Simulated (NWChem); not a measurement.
System: C$_{3}$, singlet; SMILES [C]=C=[C]

NWChem input:

```
start job
memory heap 200 mb stack 900 mb global 1100 mb
geometry units angstroms noautosym nocenter noautoz
  C     -1.294953     0.065143     0.019939
  C      0.000451     0.008371    -0.000002
  C      1.294503    -0.073514    -0.019937
end
basis spherical
  * library aug-cc-pvdz
end
dft
  xc slater vwn_5
  iterations 150
  vectors input atomic output neutral.movecs
end
task dft energy
charge 1
dft
  odft
  mult 2
  vectors input atomic output cation.movecs
end
task dft energy
charge -1
dft
  odft
  mult 2
  vectors input atomic output anion.movecs
end
task dft energy
```

Excerpt of the output:

```
             Northwest Computational Chemistry Package (NWChem) 7.3.0
             --------------------------------------------------------

                             Geometry "geometry" -> ""
                             -------------------------

 Output coordinates in angstroms (scale by  1.889725989 to convert to a.u.)

  No.       Tag          Charge          X              Y              Z
 ---- ---------------- ---------- -------------- -------------- --------------
    1 C                    6.0000    -1.29495300     0.06514300     0.01993900
    2 C                    6.0000     0.00045100     0.00837100    -0.00000200
    3 C                    6.0000     1.29450300    -0.07351400    -0.01993700

 Effective nuclear repulsion energy (a.u.)      36.7261777329

                                 NWChem DFT Module
                                 -----------------

 Summary of "ao basis" -> "ao basis" (spherical)
 ------------------------------------------------------------------------------
       Tag                 Description            Shells   Functions and Types
 ---------------- ------------------------------  ------  ---------------------
 C                        aug-cc-pvdz                9       23   4s3p2d

            General Information
            -------------------
          SCF calculation type: DFT
          Wavefunction type:  closed shell.
          No. of atoms     :     3
          No. of electrons :    18
           Alpha electrons :     9
            Beta electrons :     9
          Charge           :     0
          Spin multiplicity:     1
          Use of symmetry is: off; symmetry adaption is: off
          Maximum number of iterations: 150
          AO basis - number of functions:    69
                     number of shells:    27
          Convergence on energy requested:  1.00D-06
          Convergence on density requested:  1.00D-05
          Convergence on gradient requested:  5.00D-04

              XC Information
              --------------
                        Slater Exchange Functional  1.000 local
                      VWN V Correlation Functional  1.000 local

             Grid Information
             ----------------
          Grid used for XC integration:  medium
          Radial quadrature: Mura-Knowles
          Angular quadrature: Lebedev.
          Tag              B.-S. Rad. Rad. Pts. Rad. Cut. Ang. Pts.
          ---              ---------- --------- --------- ---------
          C                   0.70       49          12.0       434
          Grid pruning is: on
          Number of quadrature shells:   147
          Spatial weights used:  Erf1

      Superposition of Atomic Density Guess
      -------------------------------------

 Sum of atomic energies:        -113.00106583

      Non-variational initial energy
      ------------------------------

 Total energy =    -113.766964
 1-e energy   =    -223.476181
 2-e energy   =      72.983040
 HOMO         =      -0.292578
 LUMO         =      -0.124361

   convergence    iter        energy       DeltaE   RMS-Dens  Diis-err
 ---------------- ----- ----------------- --------- --------- ---------
 d= 0,ls=0.0,diis     1   -112.9316018420 -1.50D+02  2.68D-02  4.66D-01
 d= 0,ls=0.0,diis     2   -112.9275864827  4.02D-03  1.22D-02  3.89D-01
 d= 0,ls=0.0,diis     3   -112.9603142145 -3.27D-02  4.18D-03  1.42D-01
 d= 0,ls=0.0,diis     4   -112.9778058966 -1.75D-02  9.77D-04  3.23D-03
 d= 0,ls=0.0,diis     5   -112.9783389848 -5.33D-04  1.21D-04  1.62D-05
  Resetting Diis
 d= 0,ls=0.0,diis     6   -112.9783227382  1.62D-05  8.49D-05  1.17D-04
 d= 0,ls=0.0,diis     7   -112.9783416422 -1.89D-05  1.37D-05  1.09D-07
 d= 0,ls=0.0,diis     8   -112.9783414181  2.24D-07  1.17D-05  1.50D-06
 d= 0,ls=0.0,diis     9   -112.9783416380 -2.20D-07  3.83D-06  1.40D-07

         Total DFT energy =     -112.978341637959
      One electron energy =     -224.286692280138
           Coulomb energy =       89.450652175796
    Exchange-Corr. energy =      -14.868479266492
 Nuclear repulsion energy =       36.726177732876

 Numeric. integr. density =       18.000000960499

                       DFT Final Molecular Orbital Analysis
                       ------------------------------------

 Vector    7  Occ=2.000000D+00  E=-3.628790D-01
              MO Center=  1.0D-04,  2.0D-03, -2.8D-06, r^2= 1.6D+00
   Bfn.  Coefficient  Atom+Function         Bfn.  Coefficient  Atom+Function
  ----- ------------  ---------------      ----- ------------  ---------------
    30      0.433989  2 C  pz                 7      0.311810  1 C  pz
    53      0.311807  3 C  pz                33      0.214257  2 C  pz
    10      0.136706  1 C  pz                56      0.136706  3 C  pz
    17     -0.033482  1 C  d  1              63      0.033443  3 C  d  1

 Vector    8  Occ=2.000000D+00  E=-3.253734D-01
              MO Center= -3.8D-04, -3.8D-03,  3.5D-06, r^2= 3.5D+00
   Bfn.  Coefficient  Atom+Function         Bfn.  Coefficient  Atom+Function
  ----- ------------  ---------------      ----- ------------  ---------------
     3      0.351183  1 C  s                 49      0.351150  3 C  s
     5     -0.296199  1 C  px                51      0.296135  3 C  px
     2      0.236534  1 C  s                 48      0.236516  3 C  s
    25     -0.209095  2 C  s                 26     -0.191247  2 C  s
     8     -0.132228  1 C  px                54      0.132212  3 C  px

 Vector    9  Occ=2.000000D+00  E=-2.943918D-01
              MO Center= -3.3D-04, -9.4D-03, -4.7D-07, r^2= 3.5D+00
   Bfn.  Coefficient  Atom+Function         Bfn.  Coefficient  Atom+Function
  ----- ------------  ---------------      ----- ------------  ---------------
     5      0.371355  1 C  px                51      0.370752  3 C  px
    28     -0.280890  2 C  px                 3     -0.263811  1 C  s
    49      0.263848  3 C  s                  2     -0.166097  1 C  s
    48      0.166122  3 C  s                  4     -0.164574  1 C  s
    50      0.164584  3 C  s                  8      0.160560  1 C  px

 Vector   10  Occ=0.000000D+00  E=-2.132238D-01
              MO Center= -1.8D-04, -3.2D-03,  1.3D-06, r^2= 2.7D+00
   Bfn.  Coefficient  Atom+Function         Bfn.  Coefficient  Atom+Function
  ----- ------------  ---------------      ----- ------------  ---------------
     7      0.474064  1 C  pz                53     -0.474059  3 C  pz
    10      0.279351  1 C  pz                56     -0.279346  3 C  pz
    13      0.055577  1 C  pz                59     -0.055575  3 C  pz
    40      0.050357  2 C  d  1              45      0.048621  2 C  d  1

 Vector   11  Occ=0.000000D+00  E=-2.132141D-01
              MO Center= -4.9D-05, -7.0D-04,  4.8D-09, r^2= 2.7D+00
   Bfn.  Coefficient  Atom+Function         Bfn.  Coefficient  Atom+Function
  ----- ------------  ---------------      ----- ------------  ---------------
     6      0.473798  1 C  py                52     -0.472970  3 C  py
     9      0.279282  1 C  py                55     -0.278800  3 C  py
    12      0.055532  1 C  py                58     -0.055475  3 C  py
    37     -0.050156  2 C  d -2              42     -0.048326  2 C  d -2
    51     -0.033025  3 C  px

 Vector   12  Occ=0.000000D+00  E= 3.288561D-03
              MO Center= -2.8D-02, -5.2D-01,  1.2D-04, r^2= 5.5D+00
   Bfn.  Coefficient  Atom+Function         Bfn.  Coefficient  Atom+Function
  ----- ------------  ---------------      ----- ------------  ---------------
    27      2.144915  2 C  s                 35      0.661065  2 C  py
    58     -0.563705  3 C  py                12     -0.540142  1 C  py
     4     -0.493179  1 C  s                 50     -0.493112  3 C  s
    32      0.468969  2 C  py                29      0.412774  2 C  py
     3     -0.329523  1 C  s                 49     -0.329503  3 C  s

     Multipole analysis of the density
     ---------------------------------

     L   x y z        total         alpha         beta         nuclear
     -   - - -        -----         -----         ----         -------
     0   0 0 0     -0.000000     -9.000000     -9.000000     18.000000

     1   1 0 0      0.000632      0.000311      0.000311      0.000011
     1   0 1 0      0.011037      0.005519      0.005519      0.000000
     1   0 0 1     -0.000003     -0.000002     -0.000002      0.000000

     2   2 0 0    -17.252551    -44.543771    -44.543771     71.834990
     2   1 1 0      0.259225      2.052817      2.052817     -3.846410
     2   1 0 1      0.074557      0.590385      0.590385     -1.106214
     2   0 2 0    -12.425361     -6.316791     -6.316791      0.208221
     2   0 1 1     -0.003992     -0.031613     -0.031613      0.059234
     2   0 0 2    -12.412169     -6.214602     -6.214602      0.017035

                                 NWChem DFT Module
                                 -----------------

            General Information
            -------------------
          SCF calculation type: DFT
          Wavefunction type:  spin polarized.
          No. of atoms     :     3
          No. of electrons :    17
           Alpha electrons :     9
            Beta electrons :     8
          Charge           :     1
          Spin multiplicity:     2
          Use of symmetry is: off; symmetry adaption is: off
          Maximum number of iterations: 150
          AO basis - number of functions:    69
                     number of shells:    27
          Convergence on energy requested:  1.00D-06
          Convergence on density requested:  1.00D-05
          Convergence on gradient requested:  5.00D-04

              XC Information
              --------------
                        Slater Exchange Functional  1.000 local
                      VWN V Correlation Functional  1.000 local

             Grid Information
             ----------------
          Grid used for XC integration:  medium
          Radial quadrature: Mura-Knowles
          Angular quadrature: Lebedev.
          Tag              B.-S. Rad. Rad. Pts. Rad. Cut. Ang. Pts.
          ---              ---------- --------- --------- ---------
          C                   0.70       49          12.0       434
          Grid pruning is: on
          Number of quadrature shells:   147
          Spatial weights used:  Erf1

      Superposition of Atomic Density Guess
      -------------------------------------

 Sum of atomic energies:        -113.00106583

 Renormalizing density from      18.00 to     17

      Non-variational initial energy
      ------------------------------

 Total energy =    -109.235590
 1-e energy   =    -211.060838
 2-e energy   =      65.099069
 HOMO         =      -0.670656
 LUMO         =      -0.494280

[...]
```

Level: LDA (Slater exchange, VWN5)/aug-cc-pVDZ, vertical spin-unrestricted ions. Low-valent species are run as closed-shell singlets; no triplet was tried in these runs. Geometry: optimised at B3LYP/6-31G* (spherical d).
